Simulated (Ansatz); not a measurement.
Molecule: TiN, charge 0, multiplicity 2. The spin state was set by rule; other spins were not relaxed. 
Geometry from a B3LYP-D3(BJ)/def2-TZVP (Ansatz, an electronic-structure program) optimisation:
```xyz
2

Ti     0.0000     0.0000    -0.3757
N      0.0000     0.0000     1.1809
```
Charge 0, spin multiplicity 2.

Total electronic energies in hartree. Valence correlation only, unless marked. Open shells are spin-unrestricted. Spin-orbit coupling is left out. Frozen are the shells of the preceding noble gas and the d and f shells that filled before the atom's block. No relativistic terms. CBS marks a two-point X^-3 extrapolation of the correlation energy; Hartree-Fock from the larger set. The program attaches cautions to a run behind HF/def2-QZVPP: large difference. The program attaches cautions to a run behind CCSD/CBS(def2-TZVPP,def2-QZVPP): large difference. The program attaches cautions to a run behind CCSD(T)/6-31G*: large difference. The program attaches cautions to a run behind CCSD(T)/def2-QZVPP: large difference. The program attaches cautions to a run behind CCSD(T)/CBS(def2-TZVPPD,def2-QZVPPD): large difference.

The UHF reference is spin-contaminated (<S^2> 0.37 over the pure value in the largest basis). The T1 diagnostic of CCSD in the largest basis is 0.109, which is high, so the coupled-cluster rows are less sure than usual.

```json
[
 {"level": "HF/def2-QZVPP", "program": "Ansatz", "energy (Eh)": "-902.77351"},
 {"level": "BLYP/def2-TZVPD", "program": "Ansatz", "energy (Eh)": "-904.17503"},
 {"level": "r2SCAN-D4/def2-TZVPD", "program": "Ansatz + dftd4", "energy (Eh)": "-904.07761"},
 {"level": "CAM-B3LYP-D3(BJ)/def2-TZVPD", "program": "Ansatz + dftd3", "energy (Eh)": "-904.13426"},
 {"level": "RI-MP2/def2-TZVPP", "program": "Ansatz", "energy (Eh)": "-903.06394"},
 {"level": "CCSD/CBS(def2-TZVPP,def2-QZVPP)", "program": "Ansatz", "energy (Eh)": "-903.1365"},
 {"level": "CCSD(T)/6-31G*", "program": "Ansatz", "energy (Eh)": "-902.99031"},
 {"level": "CCSD(T)/def2-QZVPP", "program": "Ansatz", "energy (Eh)": "-903.15702"},
 {"level": "CCSD(T)/CBS(def2-TZVPPD,def2-QZVPPD)", "program": "Ansatz", "energy (Eh)": "-903.1674"}
]
```

Totals of different functionals don't rank their quality; only differences between species are comparable.
